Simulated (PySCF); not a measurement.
An unknown shows these calculated signals:

$^{1}$H NMR (600 MHz, computed): δ 5.14 (m, 1H), 4.93 (m, 1H), 4.02 (m, 1H), 3.38 (d, 3H), 0.36 (d, 3H), -0.17 (br s, 2H).

$^{13}$C{$^{1}$H} NMR (computed): δ -8.6 (CH3).

- shielding tensors at PBE0/pcSseg-1 (GIAO)
- GFN2-xTB geometry
- run in PySCF
- equivalent nuclei averaged, one conformer, non-relativistic, no solvent model

Referencing at the same level of theory: $^{1}$H, $^{13}$C against TMS.

Q: Which of these does the molecule contain: a CH3CH2 unit, an ester, a Si–CH3 group, a Si–H bond, a heteroaromatic ring, an NH or NH2 group?

A: 
- A CH3CH2 unit: no.
- An ester: no.
- A Si–CH3 group: yes (δC -8.6; δH 0.36 (d)).
- A Si–H bond: yes (δH 4.02 (m)).
- A heteroaromatic ring: no.
- An NH or NH2 group: yes (δH -0.17 (br s)).

The data belong to `C[Si@@H]([SiH3])[SiH2]N`, CH$_{11}$NSi$_{3}$; they needn't prove each group on their own.

Carbon signals by region: 1 below 50 ppm.

Exchangeable OH/NH protons stand at their gas-phase positions; hydrogen bonding in a real sample shifts them, mostly to higher δ. Shifts are as computed. Against solution values, carbons near 30 ppm lie about +3 ppm off and those near 130 ppm about +5 ppm. Of 1309 compounds with measured shifts, 239 miss one by over three times the rms of a fit or turn the order of signals round; such compounds aren't used in these exercises. No couplings were computed; multiplicities are counted from neighbouring protons, with m where these are inequivalent, close in shift, in a saturated or five-membered ring or joined by F or P, and br s for small geminal =CH2 splittings.
